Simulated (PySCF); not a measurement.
Cl₂Sn, charge +1, doublet, geometry from GFN2-xTB (such geometries of metal compounds can be far from the true shape) (a state made from the parent by changing its charge; the spin is typed, not shown lowest) (core potentials on Sn). Base run: PBE0/def2-SVP in PySCF.

Here is a job for PySCF.
```python
from pyscf import gto, scf, dft

mol = gto.Mole()
mol.atom = '''
    Sn    0.00755256   -0.00709993    0.44602132
    Cl    1.31419946    1.64977004   -0.65225992
    Cl   -1.33641287   -1.62888789   -0.65956749
'''
mol.basis = 'def2-svp'
mol.ecp = {'Sn': 'def2-svp'}
mol.charge = 1
mol.spin = 1
mol.verbose = 4
mol.build()

mf = dft.UKS(mol)
mf.xc = 'pbe0'
mf.kernel()
```

The base run was repeated with changes; each row names its change, and settings that it needs were set with it.

```
change                                           ΔE vs base (mEh)        outcome
-----------------------------------------------  ----------------  -------------
base                                                        0.000      converged
auxbasis = cc-pvdz-jkfit                                        -  input refused
auxbasis = even-tempered beta=2.0                          -0.110      converged
auxbasis = def2-svp-ri                                          -  input refused
auxbasis = default (with mf = mf.density_fit())            -0.002      converged
auxbasis = def2-universal-jfit                             1870.3      converged
auxbasis = cc-pvtz-ri                                           -  input refused
auxbasis = cc-pvqz-jkfit                                        -  input refused
auxbasis = cc-pvtz-jkfit                                        -  input refused
auxbasis = even-tempered beta=3.0                         -52.956      converged
```

A fitting set is made for a task (jfit for Coulomb, jkfit for Coulomb and exchange, ri for correlation) and for a family of orbital bases.

Open shells are given as the SCF converged; they aren't shown to be the lowest states, and a large step between rows can be another state.

- auxbasis = cc-pvdz-jkfit: ended with `pyscf.lib.exceptions.BasisNotFoundError: Basis set not found for Sn in cc-pvdz-jkfit`
- auxbasis = def2-svp-ri: ended with `pyscf.lib.exceptions.BasisNotFoundError: Basis set not found for Sn in def2-svp-ri`
- auxbasis = cc-pvtz-ri: ended with `pyscf.lib.exceptions.BasisNotFoundError: Basis set not found for Sn in cc-pvtz-ri`
